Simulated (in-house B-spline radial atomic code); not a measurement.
A fraction x of an electron is moved 5p → 6p in Nd+, starting from [Xe] 4f4 6s1 and keeping the highest spin. Computed with an all-electron radial atomic-structure program (B-spline basis): scalar-relativistic (X2C) TPSSh, spin-polarised, spherical fractional occupations, Fermi nucleus of rms radius 4.9123 fm.

Caution: exact exchange at fractional occupations of open shells leaves self-interaction of up to several eV.

| x | E(x) - E(0) (eV) | 5p down level (eV) | 6p up level (eV) |
| --- | --- | --- | --- |
| 0 | 0.0000 | -27.945 | - |
| 0.125 | 2.8575 | -28.451 | -5.469 |
| 0.25 | 5.7454 | -28.946 | -5.722 |
| 0.375 | 8.6634 | -29.430 | -5.968 |
| 0.5 | 11.6108 | -29.903 | -6.207 |
| 0.625 | ? | ? | ? |
| 0.75 | ? | ? | ? |
| 0.875 | 20.6260 | -31.260 | -6.881 |
| 1 | 23.6870 | -31.691 | -7.095 |

What belongs in the row x = 0.625?

An energy change of 14.5874 eV; 5p down at -30.366 eV, 6p up at -6.438 eV.

What belongs in the row x = 0.75?

An energy change of 17.5926 eV; 5p down at -30.818 eV, 6p up at -6.663 eV.

Check Janak's theorem between x = 0.125 and 0.25.

The slope of the energy is 23.10 eV; the orbital levels give 23.10 eV (ε of the receiving orbital less ε of the emptying one, averaged over the two points).
